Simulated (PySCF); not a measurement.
How the method moves the HOMO and LUMO of dimethyldichlorosilane

Species: dimethyldichlorosilane, C2H6Cl2Si.
Z-matrix (Å and degrees, PBE0-D3(BJ)/def2-SVP geometry), rows numbered from 1:
```
C 
Si  1  1.8570
C   2  1.8573  1  114.78
Cl  2  2.0721  1  108.26  3   121.38
Cl  2  2.0726  1  108.69  3  -122.08
H   1  1.1008  2  110.60  3    58.15
H   1  1.0998  2  110.30  3   178.21
H   1  1.1009  2  110.18  3   -62.08
H   3  1.0998  2  110.49  1  -178.95
H   3  1.1009  2  110.46  1   -58.89
H   3  1.1009  2  110.19  1    61.19
```

Basis pcSseg-2 throughout (PySCF), one geometry. Geometry: PBE0-D3(BJ)/def2-SVP; no solvent, vibrations or thermal averaging.

**Question.** How do the orbital energies, the gap and the dipole change with the method?

**Answer.** 
| method | kind | HOMO (eV) | LUMO (eV) | gap (eV) | μ (D) | SCF cycles |
| --- | --- | --- | --- | --- | --- | --- |
| BLYP | GGA | -7.24 | -0.41 | 6.83 | 2.50 | 14 |
| OPBE | GGA | -7.37 | -0.28 | 7.08 | 2.56 | 14 |
| PBE | GGA | -7.37 | -0.42 | 6.95 | 2.53 | 14 |
| B97-D | GGA | -7.37 | -0.30 | 7.08 | 2.56 | 14 |
| KT2 | GGA | -7.47 | -0.50 | 6.97 | 2.52 | 14 |
| BP86 | GGA | -7.47 | -0.38 | 7.09 | 2.55 | 14 |
| KT3 | GGA | -7.49 | -0.60 | 6.89 | 2.50 | 13 |
| LDA | LDA | -7.49 | -0.56 | 6.93 | 2.61 | 13 |
| B97-2 | global hybrid | -8.46 | 0.32 | 8.78 | 2.62 | 12 |
| B3LYP | global hybrid | -8.48 | -0.01 | 8.47 | 2.58 | 12 |
| PBE0 | global hybrid | -8.71 | 0.29 | 9.00 | 2.62 | 12 |
| mPW1PW91 | global hybrid | -8.73 | 0.28 | 9.02 | 2.62 | 12 |
| BHandHLYP | global hybrid | -9.95 | 0.77 | 10.73 | 2.66 | 12 |
| CAM-B3LYP | range-separated hybrid | -10.09 | 0.94 | 11.03 | 2.63 | 12 |
| wB97X-D | range-separated hybrid | -10.58 | 1.95 | 12.54 | 2.64 | 13 |
| LC-wPBE | range-separated hybrid | -11.46 | 2.10 | 13.56 | 2.70 | 12 |
| HF | Hartree–Fock | -11.90 | 2.37 | 14.27 | 2.73 | 10 |

The HOMO spans 4.66 eV, from BLYP down to HF, and the gap runs from 6.83 eV (BLYP) to 14.27 eV (HF). Over the methods BLYP (0 %), OPBE (0 %), PBE (0 %), B97-D (0 %), KT2 (0 %), BP86 (0 %), KT3 (0 %), LDA (0 %), B97-2 (21 %), B3LYP (20 %), PBE0 (25 %), mPW1PW91 (25 %), BHandHLYP (50 %), HF (100 %), a straight line through the gap against the share of exact exchange rises by 0.74 eV for each 10 % (correlation coefficient 0.998). The dipole ranges from 2.50 D (BLYP) to 2.73 D (HF). This basis has no diffuse functions.

The vertical ΔSCF ionisation energy at PBE0/def2-SVPD is 10.60 eV; −ε(HOMO) comes closest to it with wB97X-D (10.58 eV).
